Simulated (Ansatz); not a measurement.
`C[SiH](O)F` + `[CH3]`• → `C[SiH]([O])F`• + CH₄  (hydrogen abstraction from the O–H bond)

Computed with Ansatz on PBE0-D4/def2-TZVP structures; ΔE is electronic, products minus reactants. CCSD(T)/CBS is the MP2 limit (def2-TZVPP, def2-QZVPP) plus CCSD(T) − MP2 in def2-TZVPP, frozen cores. This one scheme is used for every species. Functionals use def2-TZVPP. Open shells (•) are unrestricted, without spin–orbit coupling. Each species was taken in one conformer, which may not be the lowest.

CCSD(T)/CBS gives +0.66 eV.

Q: Another level gave +0.43 eV. Which?
A. BHLYP/def2-TZVPP
B. PBE0-D4/def2-TZVPP
C. r2SCANh-D4/def2-TZVPP
D. BLYP-D4/def2-TZVPP

A: A. BHLYP 0.43, PBE0-D4 0.49, BLYP-D4 0.34, r2SCANh-D4 0.54 eV.

Q: What do rigid-rotor, harmonic-oscillator terms from PBE0-D4/def2-TZVP frequencies (298.15 K, 1 bar) make of the CCSD(T)/CBS value? (Estimate.)

A: Ansatz gave: ΔZPE = +0.07 eV, ΔH = +0.71 eV, ΔS = -6 J/(mol·K), ΔG = +0.73 eV. Open shells count their whole term as degenerate.

Largest T1 diagnostic among the species: 0.017.

In def2-TZVPP, CCSD(T) changes the Hartree–Fock value by +0.33 eV (the triples alone add +0.01 eV) and MP2 by +0.59 eV. At CCSD(T), def2-SVP lies −0.19 eV from the extrapolated value and def2-TZVPP −0.07 eV. From PBE to PBE0 (25 % exact exchange), in def2-TZVPP and without D4, ΔE moves by +0.10 eV.
